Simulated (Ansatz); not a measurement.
HfSi₂. The state is a singlet with charge 0. Geometry PBE-D4/def2-TZVP.

```
atom    x (Å)    y (Å)    z (Å)
 Hf1   0.3687  -1.3833   0.1306
 Si2  -1.3434   0.3827  -0.0660
 Si3   0.9748   1.0007  -0.0646
```

In the def2 sets Hf takes a core potential; there is no spin–orbit coupling. The restricted singlet is unstable towards broken spin symmetry at other levels; at LDA (SPW92)/def2-TZVP, PBE-D4/def2-SVP, r2SCAN-D4/def2-TZVPD, PBE0-D4/def2-SVP and others this wasn't settled. At LDA (SPW92)/def2-TZVP an occupied level lies above an empty one. At PBE0-D4/def2-TZVP a triplet of charge 0 lies 0.35 eV below the restricted singlet, each at its own geometry. The structure comes from a short search, and lower isomers may exist.

Q: Estimate the orbital energies around the gap (eV) in Ansatz with LDA (SPW92)/def2-TZVP, PBE-D4/def2-SVP, r2SCAN-D4/def2-TZVPD, PBE0-D4/def2-SVP, PBE0-D4/def2-TZVPD.

A: 
```
orbital  LDA (SPW92)/def2-TZVP  PBE-D4/def2-SVP  r2SCAN-D4/def2-TZVPD  PBE0-D4/def2-SVP  PBE0-D4/def2-TZVPD
HOMO−13                 -93.51           -93.67                -95.51            -99.04              -98.83
HOMO−12                 -93.50           -93.67                -95.50            -99.03              -98.82
HOMO−11                 -93.39           -93.57                -95.41            -98.95              -98.74
HOMO−10                 -93.38           -93.57                -95.41            -98.94              -98.73
 HOMO−9                 -63.87           -64.12                -66.06            -68.10              -68.13
 HOMO−8                 -34.15           -34.37                -35.44            -36.85              -36.80
 HOMO−7                 -33.50           -33.68                -34.80            -36.26              -36.23
 HOMO−6                 -33.21           -33.37                -34.56            -36.04              -36.03
 HOMO−5                 -11.92           -11.87                -12.22            -13.47              -13.36
 HOMO−4                  -8.84            -8.73                 -8.96             -9.98               -9.94
 HOMO−3                  -5.94            -5.81                 -5.84             -6.51               -6.45
 HOMO−2                  -5.40            -5.33                 -5.44             -6.04               -5.97
 HOMO−1                  -5.11            -5.01                 -5.06             -5.80               -5.74
   HOMO                  -3.97            -3.89                 -3.99             -4.72               -4.67
   LUMO                  -4.03            -3.83                 -3.60             -2.98               -2.94
 LUMO+1                  -3.94            -3.79                 -3.56             -2.88               -2.80
 LUMO+2                  -2.73            -2.55                 -2.44             -1.88               -1.91
 LUMO+3                  -2.52            -2.32                 -2.36             -1.74               -1.84
 LUMO+4                  -2.23            -2.03                 -2.03             -1.53               -1.64
 LUMO+5                  -2.19            -1.99                 -1.80             -1.23               -1.23
```
